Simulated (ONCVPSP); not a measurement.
Transferability test, ONCV potential for nickel

ONCVPSP 4.0.1 input, shortened (lines: element, Z, core and valence counts, functional; n l f; lmax; l rc ep ncon nbas qcut; lloc lpopt rc5 dvloc0; l nproj debl; icmod fcfact rcfact), LDA (Perdew-Wang 92), non-relativistic:

```
  Ni 28.00    3    4  -001012      upf
    1    0    2.00
    2    0    2.00
    2    1    6.00
    3    0    2.00
    3    1    6.00
    3    2    8.50
    4    0    1.50
    3
    0    1.05    0.00    4    8   12.90
    1    1.05    0.00    3    8   10.50
    2    1.60    0.00    4    8    8.40
    3    1.40    0.26    4    7    7.50
    4    5    0.90    2.00
    0    3    3.80
    1    2    3.10
    2    2    0.40
    3    2    0.50
    3    3.25    1.35
```

Energies are relative to the spin-unpolarised reference configuration 3s2 3p6 3d8.5 4s1.5; without spin polarisation the order of configurations can differ from experiment.

| valence configuration | charge | ΔE all-electron (eV) | error AE − PS (meV) |
| --- | --- | --- | --- |
| 3s2 3p6 3d8 4s2 | 0 | 1.418 | +20 |
| 3s2 3p6 3d8 4s1 | +1 | 10.837 | +8.2 |
| 3s2 3p6 3d8 4s0 4p2 | 0 | 10.732 | +6.9 |

**Question.** What are ΔE and the potential's error for 3s2 3p6 3d8 4s0?

**Answer.** ΔE = 28.202 eV all-electron; the error (AE − PS) is +1.2 meV.

Levels in the configuration 3s2 3p6 3d8 4s1:

| level | all-electron (eV) | pseudo (eV) |
| --- | --- | --- |
| 3s | -116.615 | -116.591 |
| 3p | -79.709 | -79.689 |
| 3d | -18.531 | -18.481 |
| 4s | -13.276 | -13.286 |
